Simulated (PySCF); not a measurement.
GaBr2, SMILES [Br][Ga][Br], multiplicity 2.

Geometry optimised at B3LYP-D3(BJ)/def2-SVP. The spin state was assumed, not searched. The isomer is the one that the SMILES or the coordinates give; other isomers of the formula were not compared.

The numbers are results of PBE0/def2-TZVPD run with PySCF, not measurements.

Isolated molecule, no solvent.

Computed frontier levels, dipole moment and polarisability:
The α spin, highest occupied and lowest empty level is -6.99 and -2.23 eV, the β spin, highest occupied and lowest empty level is -8.53 and -4.23 eV and the dipole moment is 1.67 D. The quadrupole, principal values (traceless, Buckingham form, about the centre of nuclear charge) is -6.13, 3.05, 3.09 D·Å, the mean static polarisability is 81.1 bohr³ (12.01 Å³) and the polarisability, principal values is 59.8, 71.8, 111.7 bohr³. The ⟨S²⟩ is 0.754 (pure state 0.75).
